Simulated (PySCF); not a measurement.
Si(I)(NMe2) (C2H6INSi), SMILES CN(C)[Si]I (connectivity only; charge and spin as stated), neutral, multiplicity 1.

Geometry: B3LYP-D3(BJ)/def2-SVP. The def2 effective core potentials stand for the cores of I; spin–orbit coupling is left out. One conformer was computed; it need not be the lowest.

Method: ωB97X/def2-TZVP (PySCF).

The molecule is in vacuum.

Computed frontier levels, gap, dipole moment and polarisability:
highest occupied level: -8.87 eV
lowest empty level: 0.14 eV
orbital gap: 9.01 eV
dipole moment: 3.55 D
quadrupole, principal values (traceless, Buckingham form, about the centre of nuclear charge): -3.80, -2.68, 6.48 D·Å
mean static polarisability: 98.0 bohr³ (14.52 Å³)
polarisability, principal values: 68.4, 90.9, 134.7 bohr³
